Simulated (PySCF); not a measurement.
Checking a proposed structure

A compound C$_{6}$H$_{5}$ClOSi gives the data below (simulated from a calculation) and was assigned the structure `C#CC1=CO/C(=C\Cl)[SiH2]1`.

$^{13}$C{$^{1}$H} NMR (computed): δ 177.4 (CH), 167.7 (C), 113.3 (C), 112.3 (CH), 104.6 (CH), 85.6 (C).

$^{1}$H NMR (400 MHz, computed): δ 7.63 (s, 1H), 6.10 (s, 1H), 4.76 (d, 2H), 1.97 (t, 1H).

Non-relativistic Hamiltonian, no solvent model, a single conformation, one averaged value for each set of equivalent atoms. σ from GIAO-PBE0/pcSseg-1; GFN2-xTB structure; PySCF 2.14.

Referencing at the same level of theory: $^{1}$H (σref 31.72) and $^{13}$C (σref 186.93) vs TMS.

Problem. Compare with the shifts computed for the proposed structure, pairing carbons in order of shift.

Solution. Mapped SMILES: `[CH:1]#[C:2][C:3]1=[CH:4][O:5]/[C:6](=[CH:7]\[Cl:8])[SiH2:9]1`; H(Xn) means a hydrogen on atom n.

```csv
atom,computed for proposal,given list,difference
C4,174.7,177.4,-2.7
C6,158.0,167.7,-9.7
C7,123.7,113.3,+10.4
C3,93.4,112.3,-18.9
C1,90.1,104.6,-14.5
C2,81.5,85.6,-4.1
```

The rms difference is 11.5 ppm and the largest -18.9 ppm at C3 (β carbon of an enol-ether or enamine type C=C). The carbon types in order of shift don't match either: CH, C, CH, C, CH, C for the proposal against CH, C, C, CH, CH, C in the data. The proposal doesn't fit.

Problem. Which isomer fits?

Solution. SMILES C(#C)[SiH2]C1=CO/C1=C/Cl.

1. Carbon types of the structure: 3 × C, 3 × CH, leaving 2 H on heteroatoms.
2. δC 177.4, 167.7: alkene carbon bearing oxygen; an sp2 carbon further deshielded by the attached heteroatom.
3. δC 113.3, 112.3: β carbon of an enol-ether or enamine type C=C; the O or N lone pair pushes π density onto this β carbon and shields it.
4. δC 104.6: terminal alkyne carbon; sp carbons lie upfield of alkene carbons because the cylindrical π system leaves one tensor component strongly shielded.
5. δC 85.6: alkyne carbon; sp carbons lie upfield of alkene carbons because the cylindrical π system leaves one tensor component strongly shielded.

The data come from this structure; uniqueness wasn't tested.

Carbons that carry Cl, above all several Cl atoms, come out too deshielded, partly because spin–orbit coupling is missing. Shifts are as computed. Against solution values, carbons near 30 ppm lie about +3 ppm off and those near 130 ppm about +5 ppm; carbons on Cl a further +6 ppm. Of 1309 compounds with measured shifts, 239 miss one by over three times the rms of a fit or turn the order of signals round; such compounds aren't used in these exercises. Multiplicities follow the n + 1 count of equivalent neighbours, as no J values were calculated; m marks all less simple cases, F and P coupling included.
